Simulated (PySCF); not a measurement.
Si(OH)3(PH2) (H5O3PSi), SMILES O[Si](O)(O)P.

The structure is a stationary point at B3LYP-D3(BJ)/def2-SVP. The structure was generated by enumeration, and PubChem lists no compound with its InChIKey, so it may never have been made. The values are those of a single conformer.

Two levels are set side by side: PBE/def2-TZVP (PySCF) and ωB97X/def2-TZVP (PySCF). Same geometry, gas phase. Differences are taken from unrounded values.

```json
[
 {"quantity": "orbital gap (eV)", "ωB97X": "12.26"},
 {"quantity": "highest occupied level (eV)", "ωB97X": "-9.92"},
 {"quantity": "lowest empty level (eV)", "ωB97X": "2.34"},
 {"quantity": "dipole moment (D)", "ωB97X": "1.42"},
 {"quantity": "mean polarisability (bohr³)", "ωB97X": "58.8"}
]
```

What does PBE give, and how far is it from ωB97X? (Estimate from the structure and the level; the computed values follow.)


```json
[
 {"quantity": "orbital gap (eV)", "PBE": "5.89", "PBE minus ωB97X": "-6.37"},
 {"quantity": "highest occupied level (eV)", "PBE": "-6.42", "PBE minus ωB97X": "3.51"},
 {"quantity": "lowest empty level (eV)", "PBE": "-0.53", "PBE minus ωB97X": "-2.86"},
 {"quantity": "dipole moment (D)", "PBE": "1.39", "PBE minus ωB97X": "-0.03"},
 {"quantity": "mean polarisability (bohr³)", "PBE": "62.5", "PBE minus ωB97X": "3.6"}
]
```

PBE's occupied levels lie high since its potential decays too fast outside the molecule; exact exchange lowers them and widens the gap. PBE's more diffuse valence density responds more strongly to a field. Differences between two approximate levels are no errors against the true value.

Rough cost on one machine, each run with all the roots and properties that it gave: ωB97X against PBE within a factor of 2.
